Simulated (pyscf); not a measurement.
•HC=CH–C≡N → cyclic C₃H₂N (SMILES [N]=c1cc1) [doublet], a ring closure (doublet surface; none broken, C–C formed). Optimised with ωB97X-D3(BJ)/def2-SVP in PySCF. MP2 and CC: frozen core, UHF for open shells. ΔMP2 is the change of the MP2 total energy from the triple- to the quadruple-zeta basis. Energies in kcal/mol from the reactant's lowest minimum found.

Small-basis levels: PySCF, no dispersion term, spherical d functions. AM1 to PM7: differences of heats of formation from MOPAC. GFN2-xTB: tblite. Open shells are spin-unrestricted. 

```tsv
level	barrier	reaction energy
SVWN5/6-31G*	18.1	+12.4
BP86/6-31G*	23.0	+18.5
PBE/6-31G*	22.2	+17.1
B3LYP/STO-3G	29.2	+21.1
B3LYP/3-21G	35.4	+34.1
B3LYP/6-31G*	27.1	+21.5
M06-2X/6-31G*	28.3	+20.5
B3LYP/6-311+G**	28.2	+23.6
B3LYP/def2-SVP	27.2	+21.6
GFN2-xTB	14.4	+10.1
AM1	40.0	+38.8
PM3	36.2	+31.6
CCSD(T)/def2-TZVPP + ΔMP2(QZVPP)	29.5	+25.3
```

Against the last row the barrier runs from -15.1 (GFN2-xTB) to +10.5 kcal/mol (AM1). CCSD(T)/def2-TZVPP + ΔMP2(QZVPP) has limits of its own. •HC=CH–C≡N lies 7.5 kcal/mol over its isomer H₂C=C•–C≡N (electronic energy, ωB97M-D3(BJ)). cyclic C₃H₂N (SMILES [N]=c1cc1) [doublet] lies 30.0 kcal/mol over its isomer H₂C=C•–C≡N (electronic energy, ωB97M-D3(BJ)). One saddle was located; it need not be the lowest between these sides. The CCSD(T) − MP2 part came from Ansatz, without density fitting, on the same reference. An open-shell T1 diagnostic exceeds 0.045. A UHF reference is spin-contaminated (<S²> up to 1.15), which harms MP2 most.
